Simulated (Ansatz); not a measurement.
The molecule BeC-, multiplicity 4 (lowest of 2S+1 = 2, 4 at CCSD(T)/def2-TZVPP on PBE0 minima; our sources give no spin for the ground state, which may be another). The T1 diagnostic near the minimum is 0.167, so single-reference values are doubtful.

Constants: fifth-degree fit in 1/R to seven points, most abundant isotopes. Runs in def2 and cc sets follow the lowest solution found near the PBE0 minimum.

Correlated levels freeze the inner cores; with def2 sets outer-core shells near the valence are correlated too.

The values were computed with Ansatz (a first-principles code) with Gaussian orbitals. Values without a source in brackets are computed.

What bond length and harmonic frequency does wB97M-V/def2-TZVPP give?

r_e = 1.701 Å, ω_e = 794 cm⁻¹.

What bond length and harmonic frequency does CCSD/aug-cc-pVQZ give?

r_e = 1.726 Å, ω_e = 772 cm⁻¹.

What bond length and harmonic frequency does CCSD(T)/def2-QZVPP give?

r_e = 1.706 Å, ω_e = 804 cm⁻¹.

Doubts at one or more of the structures used: a spin-contaminated determinant (CCSD/aug-cc-pVQZ, CCSD(T)/def2-QZVPP); T1 above 0.05 (CCSD/aug-cc-pVQZ, CCSD(T)/def2-QZVPP).
